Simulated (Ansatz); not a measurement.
A structure relaxed at PBE0-D4/def2-TZVP, charge 0, multiplicity 1:

```json
{"atom": "C1", "x (Å)": "-0.398", "y (Å)": "-1.644", "z (Å)": "1.651"}
{"atom": "C2", "x (Å)": "-0.267", "y (Å)": "-1.105", "z (Å)": "0.584"}
{"atom": "N3", "x (Å)": "-0.110", "y (Å)": "-0.454", "z (Å)": "-0.574"}
{"atom": "Si4", "x (Å)": "0.298", "y (Å)": "1.235", "z (Å)": "-0.673"}
{"atom": "H5", "x (Å)": "-0.517", "y (Å)": "-2.131", "z (Å)": "2.588"}
{"atom": "H6", "x (Å)": "-0.238", "y (Å)": "-1.002", "z (Å)": "-1.410"}
{"atom": "H7", "x (Å)": "0.363", "y (Å)": "1.531", "z (Å)": "-2.125"}
{"atom": "H8", "x (Å)": "-0.739", "y (Å)": "2.067", "z (Å)": "-0.015"}
{"atom": "H9", "x (Å)": "1.607", "y (Å)": "1.503", "z (Å)": "-0.026"}
```

(1) Give its formula and SMILES.

(2) Point group (tolerance 0.08 Å, 0.16 Å for H)?

(3) Summarise the bond lengths by kind.

Answers

(1) C2H5NSi, `C#CN[SiH3]`.

(2) Cs.

(3) 1 × C–C 1.203 Å; 1 × C–H 1.063 Å; 1 × C–N 1.337 Å; 1 × N–Si 1.741 Å; 1 × H–N 1.008 Å; 3 × H–Si 1.484 Å.

Computed with Ansatz.
